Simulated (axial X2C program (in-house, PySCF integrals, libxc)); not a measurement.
**Worked dissociation energy of LiCr⁻: PBE0, two-component**

Calculated with an in-house all-electron X2C program for linear molecules (integrals from PySCF). Two-component (2c) means X2C with spin–orbit coupling and atomic mean-field two-electron Coulomb and Gaunt terms. Basis: Cr dyall-acv3z [10s11p7d4f2g], Li dyall-av3z [9s9p3d] (cores contracted in-house); Gaussian nuclei, density fitting, unrestricted open shells. Masses: Cr 51.941 u, Li 7.016 u.

Molecular state: Ω = 3 (⟨Sz⟩ = 3.00, ⟨Lz⟩ = 0.00 at PBE0).

| Property | Result |
| --- | --- |
| E(Cr) (2M_J = 6) | -1050.344445 hartree |
| E(Li-) (2M_J = 0) | -7.485897 hartree |
| E(LiCr⁻) at Re | -1057.861199 hartree |
| ωe | 201.5 cm⁻¹ |
| ωexe | 1.91 cm⁻¹ |

(1) Work out De and D0.

One determinant describes the state; a PBE0 search over occupations chose it and may have missed a lower one. Dissociation energies refer to the lowest single-determinant-based atoms at the same level and basis. Density functionals use the spin component along the axis (collinear). PBE0 can misorder states that lie within some tenths of an eV, so this need not be the ground state of the molecule. The nearest other 2c determinant of the search, Ω = 2, lies 0.14 eV up at the distance of the search. With several unpaired electrons one determinant need not be a pure state. Open-shell Ω = 0 determinants with evenly filled partner blocks cannot be reached by this program, so the Ω shown need not be the lowest component. The highest occupied level of some functionals is positive through self-interaction error; at Hartree–Fock it is bound. The determinant is spin-polarised beyond a pure state at some levels (its spin-free form has ⟨S²⟩ too high), which makes Re and μ there less reliable.

Each atomic determinant is the lowest at this level and need not be a pure J level. Totals compare only within one Hamiltonian and basis.

Answers

(1) De = -1050.344445 + (-7.485897) − (-1057.861199) = 0.03086 hartree = 0.840 eV. The zero-point energy is ωe/2 − ωexe/4 = 100 cm⁻¹ = 0.012 eV, so D0 = 0.827 eV.
